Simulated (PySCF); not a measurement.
Mo(OH)2(H)4 (H₆MoO₂), SMILES [OH][MoH4][OH], multiplicity 1.

Geometry: r2SCAN-D4/def2-SVP. A frequency run showed that this geometry is not a minimum. The multiplicity is an assumed one; other spin states were not compared. The def2 effective core potentials stand for the cores of Mo; spin–orbit coupling is left out. One conformer was computed; it need not be the lowest.

Computed with TDA-PBE0/def2-SVPD (PySCF).

Vertical excitations. The molecule is in vacuum. State labels are in the subgroup C2v.

```
state  symmetry  energy (eV)  λ (nm)      f                            main pairs
-----  --------  -----------  ------  -----  ------------------------------------
S1           B2         3.40     364  0.002                        HOMO→LUMO 99 %
S2           A2         3.86     321  0.000                      HOMO−1→LUMO 97 %
S3           A2         4.55     273  0.000                      HOMO→LUMO+1 96 %
S4           B1         4.87     254  0.003    HOMO−2→LUMO 75 %, HOMO→LUMO+2 16 %
S5           B1         5.14     241  0.026    HOMO→LUMO+2 78 %, HOMO−2→LUMO 19 %
S6           B2         5.32     233  0.069                    HOMO−1→LUMO+1 86 %
S7           B2         5.42     229  0.022                      HOMO−3→LUMO 89 %
S8           A1         5.55     223  0.000                    HOMO−1→LUMO+2 92 %
S9           B1         6.25     198  0.057  HOMO−4→LUMO 67 %, HOMO−3→LUMO+2 26 %
S10          B2         6.40     194  0.004                    HOMO−2→LUMO+2 98 %
T1           B2         2.86     433      0                       HOMO→LUMO 100 %
T2           A2         3.19     389      0                      HOMO−1→LUMO 99 %
T3           B1         4.28     290      0    HOMO−2→LUMO 50 %, HOMO→LUMO+2 46 %
T4           A2         4.33     286      0                      HOMO→LUMO+1 98 %
```
Triplets are in the Tamm–Dancoff approximation.
